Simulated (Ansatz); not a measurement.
Gas-phase electronic energies from Ansatz, PBE0-D4/def2-TZVP geometries. CCSD(T)/CBS is the MP2 limit (def2-TZVPP, def2-QZVPP) plus CCSD(T) − MP2 in def2-TZVPP, frozen cores. Functionals use def2-TZVPP. B3LYP here is the variant with VWN-RPA as its local correlation; programs differ in this. HSE06 is defined as in plane-wave codes. For Ge, Se outer-core shells are correlated without core-valence functions, which leaves a few kJ/mol of doubt a bond. Scalar relativity is left out up to krypton. Each species was taken in one conformer, which may not be the lowest.

Reaction (formal exchange of groups at the Se–C bond): `[SeH]C1=NC1` + `[Cl][GeH]([Cl])[Cl]` → `[Cl][Ge]([Cl])([Cl])[SeH]` + `C1=NC1`

| level | ΔE (kcal/mol) | difference from CCSD(T)/CBS |
| --- | --- | --- |
| LDA (SPW92) | -15.3 | 3.8 |
| PBE-D4 | -16.7 | 2.4 |
| revPBE-D4 | -16.6 | 2.5 |
| r2SCAN-D4 | -17.1 | 2.0 |
| PBE0-D4 | -18.0 | 1.1 |
| B3LYP-D4 | -18.2 | 0.9 |
| r2SCANh-D4 | -17.6 | 1.5 |
| r2SCAN0-D4 | -18.2 | 0.9 |
| HSE06-D4 | -18.0 | 1.1 |
| BHLYP-D4 | -19.8 | -0.7 |
| CAM-B3LYP-D4 | -17.8 | 1.3 |
| ωB97X-V | -18.0 | 1.1 |
| ωB97M-V | -18.8 | 0.3 |
| B2PLYP | -17.4 | 1.7 |
| PBE-QIDH | -18.1 | 1.0 |
| PBE | -15.8 | 3.3 |
| revPBE | -15.6 | 3.5 |
| BLYP | -15.6 | 3.5 |
| r2SCAN | -16.9 | 2.2 |
| PBE0 | -17.1 | 2.0 |
| B3LYP | -16.7 | 2.4 |
| r2SCANh | -17.3 | 1.8 |
| r2SCAN0 | -17.9 | 1.2 |
| HSE06 | -17.1 | 2.0 |
| BHLYP | -17.9 | 1.2 |
| CAM-B3LYP | -16.8 | 2.3 |
| RPA@PBE/def2-TZVPP | -17.3 | 1.8 |
| HF/def2-SVP | -19.0 | 0.1 |
| MP2/def2-SVP | -18.2 | 0.9 |
| CCSD/def2-SVP | -18.6 | 0.5 |
| HF/def2-TZVPP | -18.9 | 0.2 |
| MP2/def2-TZVPP | -18.2 | 0.9 |
| SCS-MP2/def2-TZVPP | -17.8 | 1.3 |
| CCSD/def2-TZVPP | -18.3 | 0.8 |
| CCSD(T)/def2-TZVPP | -18.0 | 1.1 |
| HF/def2-QZVPP | -18.6 | 0.5 |
| SCS-MP2/def2-QZVPP | -18.2 | 0.9 |
| HF/CBS(def2) | -18.5 | 0.6 |
| MP2/CBS(def2) | -19.2 | -0.1 |
| CCSD/CBS(def2) | -19.3 | -0.2 |
| CCSD(T)/CBS | -19.1 | 0 |

Largest T1 diagnostic among the species: 0.012.

Leaving LDA and LC-ωPBE aside and taking each functional with its dispersion term where it has one, the values, not all of them listed here, spread over 3.8 kcal/mol, from BHLYP-D4 to B97M-V. From r2SCAN to r2SCAN0 (25 % exact exchange), in def2-TZVPP and without D4, ΔE moves by −1.0 kcal/mol.
